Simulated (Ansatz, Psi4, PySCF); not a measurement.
H3Al (SMILES [AlH3]), singlet, geometry from GFN2-xTB (such geometries of metal compounds can be far from the true shape). Base run: B3LYP/6-311G** in PySCF.

The PySCF input:
```python
from pyscf import gto, scf, dft

mol = gto.M(
    atom='''
Al   -0.000000   -0.000000   -0.000000
H     0.642794   -0.455149    1.338556
H    -0.275758    1.506779   -0.256226
H    -0.367036   -1.051629   -1.082329
''',
    basis='6-311g**',
    charge=0,
    spin=0,
    verbose=4,
)

mf = dft.RKS(mol)
mf.xc = 'b3lyp'
mf.kernel()
```

The same geometry, method and basis name were run in Ansatz (a program for electronic structure) and Psi4 and PySCF, at each program's defaults and at the settings that a row names. The base is PySCF at its defaults. Differences at the defaults can come from grids, fitting, cores and function types together.

| code and settings | ΔE vs base (µEh) | basis functions | E (Eh) | SCF cycles |
|---|---|---|---|---|
| PySCF, defaults (exact integrals, its default grid, spherical functions) | 0.0 | 44 | -244.22802 | 7 |
| Psi4, defaults (density fitting with its default set, its default grid, spherical functions) | -7.4 | 44 | -244.22803 | 5 |
| Ansatz, defaults (factorised integrals, its default grid, Cartesian functions) | -613 | 45 | -244.22864 | - |
| PySCF, density fitting with def2-universal-jkfit | -35.2 | 44 | -244.22806 | 7 |
| PySCF, fine grid | 0.0 | 44 | -244.22802 | 7 |
| Psi4, exact integrals, spherical functions, fine grid | 0.1 | 44 | -244.22802 | 7 |
| Ansatz, high accuracy, Cartesian functions as the basis file defines them | -614 | 45 | -244.22864 | - |
